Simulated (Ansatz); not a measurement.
`O=C1[SiH2][SiH]1Cl`, relaxed with RKS PBE-D4/def2-SVP in Ansatz 0.2.0 from a rough embedded geometry. The force threshold is 0.03 eV/Å; the program also tests the step.

Charge 0, multiplicity 1.

Start:

```xyz
8

O    -0.894   -2.069    0.545
C    -0.446   -0.905    0.252
Si    0.687   -0.047    1.204
Si   -0.828   -0.010   -1.091
Cl    0.640    0.224   -2.529
H     0.201    1.196    1.872
H     2.034    0.230    0.620
H    -1.393    1.382   -0.874
```

```json
{"step": "1", "energy (eV)": "-31379.4289", "largest force (eV/Å)": "7.763", "largest move (Å)": "0.000"}
{"step": "2", "energy (eV)": "-31380.4753", "largest force (eV/Å)": "5.211", "largest move (Å)": "0.120"}
{"step": "3", "energy (eV)": "-31381.1911", "largest force (eV/Å)": "2.011", "largest move (Å)": "0.195"}
{"step": "4", "energy (eV)": "-31381.3827", "largest force (eV/Å)": "0.552", "largest move (Å)": "0.194"}
{"step": "5", "energy (eV)": "-31381.4419", "largest force (eV/Å)": "0.557", "largest move (Å)": "0.154"}
{"step": "6", "energy (eV)": "-31381.4780", "largest force (eV/Å)": "0.443", "largest move (Å)": "0.141"}
{"step": "7", "energy (eV)": "-31381.4943", "largest force (eV/Å)": "0.111", "largest move (Å)": "0.068"}
{"step": "8", "energy (eV)": "-31381.5103", "largest force (eV/Å)": "0.207", "largest move (Å)": "0.089"}
{"step": "9", "energy (eV)": "-31381.5204", "largest force (eV/Å)": "0.204", "largest move (Å)": "0.129"}
{"step": "10", "energy (eV)": "-31381.5254", "largest force (eV/Å)": "0.192", "largest move (Å)": "0.078"}
{"step": "11", "energy (eV)": "-31381.5308", "largest force (eV/Å)": "0.385", "largest move (Å)": "0.124"}
{"step": "12", "energy (eV)": "-31381.5322", "largest force (eV/Å)": "0.443", "largest move (Å)": "0.131"}
{"step": "13", "energy (eV)": "-31381.5401", "largest force (eV/Å)": "0.159", "largest move (Å)": "0.036"}
{"step": "14", "energy (eV)": "-31381.5475", "largest force (eV/Å)": "0.204", "largest move (Å)": "0.104"}
{"step": "15", "energy (eV)": "-31381.5525", "largest force (eV/Å)": "0.214", "largest move (Å)": "0.195"}
{"step": "16", "energy (eV)": "-31381.5572", "largest force (eV/Å)": "0.152", "largest move (Å)": "0.062"}
{"step": "17", "energy (eV)": "-31381.5602", "largest force (eV/Å)": "0.072", "largest move (Å)": "0.051"}
{"step": "18", "energy (eV)": "-31381.5624", "largest force (eV/Å)": "0.043", "largest move (Å)": "0.093"}
{"step": "19", "energy (eV)": "-31381.5636", "largest force (eV/Å)": "0.064", "largest move (Å)": "0.068"}
{"step": "20", "energy (eV)": "-31381.5646", "largest force (eV/Å)": "0.044", "largest move (Å)": "0.064"}
{"step": "21", "energy (eV)": "-31381.5653", "largest force (eV/Å)": "0.095", "largest move (Å)": "0.100"}
{"step": "22", "energy (eV)": "-31381.5661", "largest force (eV/Å)": "0.112", "largest move (Å)": "0.035"}
{"step": "23", "energy (eV)": "-31381.5667", "largest force (eV/Å)": "0.044", "largest move (Å)": "0.020"}
{"step": "24", "energy (eV)": "-31381.5668", "largest force (eV/Å)": "0.043", "largest move (Å)": "0.018"}
{"step": "25", "energy (eV)": "-31381.5670", "largest force (eV/Å)": "0.027", "largest move (Å)": "0.016"}
```

End:

```xyz
8

O    -0.200   -2.237    0.009
C    -0.261   -1.064    0.269
Si    0.464    0.043    1.635
Si   -1.055    0.277   -0.998
Cl   -0.247   -0.200   -2.865
H     0.034    1.449    1.292
H     1.967   -0.003    1.447
H    -0.703    1.736   -0.788
```

Hardware: 2 threads of an AMD EPYC 9R14 on a shared host. Wall time 33 s, peak host memory 0.17 GiB.
